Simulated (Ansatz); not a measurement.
`CB(F)[NH][AlH2]` and `C=NB(C)F` differ in one atom or group.

Ansatz, PBE0-D4/def2-TZVP geometries, multiplicity 1. Each molecule was computed in one conformer, which needn't be the lowest.

```tsv
property	`CB(F)[NH][AlH2]`
size of the dipole moment (ωB97M-V/def2-TZVPP) / D	2.69
zero-point energy (PBE0-D4/def2-TZVP) / kJ/mol	195.3
HOMO–LUMO gap (B3LYP/def2-TZVPP) / eV	7.16
LUMO energy (B3LYP/def2-TZVPP) / eV	-0.37
HOMO energy (ωB97M-V/def2-TZVPP) / eV	-9.94
HOMO energy (B3LYP/def2-TZVPP) / eV	-7.53
```

Problem. What does the change do to each property? (Best estimate.)

Solution. Ansatz gave: 
```json
{"property": "size of the dipole moment (ωB97M-V/def2-TZVPP) / D", "`C=NB(C)F`": "2.50", "shift": "-0.19"}
{"property": "zero-point energy (PBE0-D4/def2-TZVP) / kJ/mol", "`C=NB(C)F`": "195.3", "shift": "0.0"}
{"property": "HOMO–LUMO gap (B3LYP/def2-TZVPP) / eV", "`C=NB(C)F`": "6.01", "shift": "-1.15"}
{"property": "LUMO energy (B3LYP/def2-TZVPP) / eV", "`C=NB(C)F`": "-1.31", "shift": "-0.94"}
{"property": "HOMO energy (ωB97M-V/def2-TZVPP) / eV", "`C=NB(C)F`": "-9.84", "shift": "0.10"}
{"property": "HOMO energy (B3LYP/def2-TZVPP) / eV", "`C=NB(C)F`": "-7.32", "shift": "0.21"}
```

With PBE0 the HOMO rises by 0.18 eV and the LUMO falls by 0.91 eV, so the gap narrows by about 1.09 eV. PBE moves the HOMO by 0.28 eV and ωB97M-V by 0.10 eV. The zero-point energy changes by 0.0 kJ/mol with -3 modes. Dipoles are sizes alone; their direction can turn.

B3LYP here is the variant with VWN-RPA as its local correlation; programs differ in this.
